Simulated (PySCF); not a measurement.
C₂H₁₀GeSi, SMILES C[SiH](C)[GeH3].

The structure is a stationary point at PBE0-D3(BJ)/def2-SVP. This is a generated structure with no PubChem entry under its InChIKey; it may be hypothetical.

The numbers are results of ωB97X/def2-TZVP in PySCF, not measurements.

Symmetry labels are those of the subgroup Cs that the program uses (full group Cs).

Q: List the valence orbital energies around the gap with their symmetry. (An estimate is asked for; the answer gives what the named calculation found.)

A: 
| orbital | symmetry | energy (eV) |
|---|---|---|
| HOMO−7 | A' | -14.26 |
| HOMO−6 | A" | -13.80 |
| HOMO−5 | A" | -13.76 |
| HOMO−4 | A' | -11.98 |
| HOMO−3 | A" | -11.92 |
| HOMO−2 | A' | -11.35 |
| HOMO−1 | A" | -11.24 |
| HOMO | A' | -9.92 |
| LUMO | A' | 2.45 |
| LUMO+1 | A" | 2.55 |
| LUMO+2 | A' | 2.90 |
| LUMO+3 | A' | 3.31 |
